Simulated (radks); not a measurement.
Values are calculated unless marked as measured or tabulated.
Problem. The gold ion Au11+ is in [Xe] 4f14. Level of theory: Dirac Kohn-Sham, relativistic LDA (MacDonald-Vosko exchange, VWN5 correlation), spin-unpolarised, spherical densities, finite nucleus; Fermi nuclear charge, rms radius of each element as measured or else 0.836 A^(1/3) + 0.57 fm (a radial shooting solver on a logarithmic mesh with Libxc functionals). Sub-shells are occupied by j as written (lower j first in brackets). One electron is removed from 4f5/2, 5p3/2, 4f7/2, 5p1/2 in turn, with full relaxation. Which removal costs least, and what does each cost?

Solution. 5p3/2 247.42 eV; 5p1/2 267.97 eV; 4f7/2 293.50 eV; 4f5/2 297.54 eV. The 5p3/2 electron leaves first.
